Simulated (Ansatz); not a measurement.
Compare A (`Br[SiH]1NCO1`) with its isomer B (`N=C(Br)[SiH2]O`).

Gas-phase electronic energies from Ansatz, PBE0-D4/def2-TZVP geometries. CCSD(T)/CBS is the MP2 limit (def2-TZVPP, def2-QZVPP) plus CCSD(T) − MP2 in def2-TZVPP, frozen cores. DFT in def2-TZVPP. B3LYP here is the variant with VWN-RPA as its local correlation; programs differ in this. For Br outer-core shells are correlated without core-valence functions, which leaves a few kJ/mol of doubt a bond. Scalar relativity is left out up to krypton. One conformer a species, not always the lowest.

Task: Which isomer does CCSD(T)/CBS put lower? Give the gap. (Best estimate.)

Result: Ansatz gave: A, by 34.9 kcal/mol.

Task: Give E(B) − E(A) in kcal/mol with B3LYP, r2SCAN-D4, PBE0-D4, LDA (SPW92), PBE-D4, BLYP-D4, CCSD(T)/def2-TZVPP. (Estimate.)

Result: The calculation gave: B3LYP 31.0, r2SCAN-D4 34.1, PBE0-D4 36.9, LDA (SPW92) 37.6, PBE-D4 31.7, BLYP-D4 26.0, CCSD(T)/def2-TZVPP 33.6. None reverses the order clearly.

Task: Does the order hold for the free energy at 298.15 K (harmonic terms from PBE0-D4)? (Estimate.)

Result: The calculation gave: Yes: G(B) − G(A) = +29.6 kcal/mol, for one conformer each.

Largest T1 diagnostic: 0.012.

Leaving LDA and LC-ωPBE aside and taking each functional with its dispersion term where it has one, the values, not all of them listed here, spread over 13.5 kcal/mol, from BLYP-D4 to PBE-QIDH. LDA lies +5.9 kcal/mol from PBE without D4. From BLYP to BHLYP (50 % exact exchange), in def2-TZVPP and without D4, E(B) − E(A) moves by +10.4 kcal/mol.
